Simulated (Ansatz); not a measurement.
Correlation energies of C$_{3}$H$_{9}$BS (`CC(C)BS`) by basis set

```xyz
14

C     0.492    0.613    1.325
C     0.236   -0.155    0.027
C    -0.827   -1.237    0.247
B    -0.252    0.823   -1.095
S     0.515    1.045   -2.682
H    -0.416    1.119    1.666
H     0.811   -0.068    2.121
H     1.269    1.372    1.205
H     1.169   -0.649   -0.272
H    -1.781   -0.793    0.547
H    -1.004   -1.826   -0.656
H    -0.517   -1.924    1.040
H    -1.229    1.498   -0.934
H     1.536    0.181   -2.540
```

Total charge 0; spin multiplicity 1. The structure was optimised at the PBE0-D4/def2-TZVP level. It is one conformer, not always the lowest. Frozen core, restricted reference, the Gaussian-basis code of Ansatz. CBS rows extrapolate triple and quadruple zeta; past MP2 they add the triple-zeta difference.

```
     basis     HF (Eh)  MP2 corr.
  def2-SVP  -540.86176   -0.65414
def2-TZVPP  -541.15275   -0.81170
def2-QZVPP  -541.17064   -0.86620
```

(1) Estimate the CCSD correlation energy and the (T) correction in each basis where they were run (hartree).

Answers

(1) 
| basis | CCSD corr. | (T) |
| --- | --- | --- |
| def2-SVP | -0.72395 | -0.02220 |
| def2-TZVPP | -0.87424 | -0.03627 |
| CBS(def2) | -0.96910 | as TZ |
